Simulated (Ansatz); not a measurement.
AlBrFH2ISi, 7 atoms. Charge 0, multiplicity 1. Correlated methods include outer-core shells of Br, I, which these sets cover unevenly. Scalar relativity is left out up to krypton. I takes the def2 core potential. The bonds changed during the relaxation, so this is another structure than the one it started from. All runs use 4 threads of a server CPU on a shared host. Correlated methods freeze the cores.

Task: How many basis functions does each run have, and how long does it take in Ansatz? RKS PBE0-D4/def2-TZVP frequencies; RKS ωB97M-V/def2-QZVPP energy; direct RPA on PBE orbitals/def2-TZVPP energy; RKS PBE0-D4/def2-SVP energy; RKS SPW92 (LDA)/def2-TZVPP energy; RHF-CCSD(T)/def2-TZVPP energy; RKS r2SCAN-D4/def2-TZVPP energy and forces; RHF-CCSD(T)/def2-SVP energy; RKS PBE0-D4/def2-TZVP relaxation (11 steps); RKS PBE0-D4/def2-QZVPP energy; RHF-MP2/def2-QZVPP energy; RKS r2SCAN0-D4/def2-TZVPP energy. (Estimate.)

Result: Ansatz gave: Other jobs shared the machine, so times are rough.

```json
{"level": "RKS SPW92 (LDA)/def2-TZVPP", "job": "energy", "functions": "241", "wall time": "1.6 s", "peak host memory (GiB)": "0.37"}
{"level": "RKS PBE0-D4/def2-SVP", "job": "energy", "functions": "118", "wall time": "2.1 s", "peak host memory (GiB)": "0.31"}
{"level": "RKS r2SCAN-D4/def2-TZVPP", "job": "energy and forces", "functions": "241", "wall time": "7.5 s", "peak host memory (GiB)": "0.41"}
{"level": "direct RPA on PBE orbitals/def2-TZVPP", "job": "energy", "functions": "241", "wall time": "8 s", "peak host memory (GiB)": "0.65"}
{"level": "RKS r2SCAN0-D4/def2-TZVPP", "job": "energy", "functions": "241", "wall time": "9.5 s", "peak host memory (GiB)": "1"}
{"level": "RHF-CCSD(T)/def2-SVP", "job": "energy", "functions": "118", "wall time": "13 s", "peak host memory (GiB)": "0.61"}
{"level": "RKS PBE0-D4/def2-QZVPP", "job": "energy", "functions": "428", "wall time": "14 s", "peak host memory (GiB)": "2.2"}
{"level": "RHF-MP2/def2-QZVPP", "job": "energy", "functions": "428", "wall time": "27 s", "peak host memory (GiB)": "2.4"}
{"level": "RKS ωB97M-V/def2-QZVPP", "job": "energy", "functions": "428", "wall time": "31 s", "peak host memory (GiB)": "2.5"}
{"level": "RKS PBE0-D4/def2-TZVP", "job": "relaxation (11 steps)", "functions": "215", "wall time": "74 s", "peak host memory (GiB)": "0.79"}
{"level": "RKS PBE0-D4/def2-TZVP", "job": "frequencies", "functions": "215", "wall time": "3.2 min", "peak host memory (GiB)": "0.79"}
{"level": "RHF-CCSD(T)/def2-TZVPP", "job": "energy", "functions": "241", "wall time": "5.9 min", "peak host memory (GiB)": "5"}
```
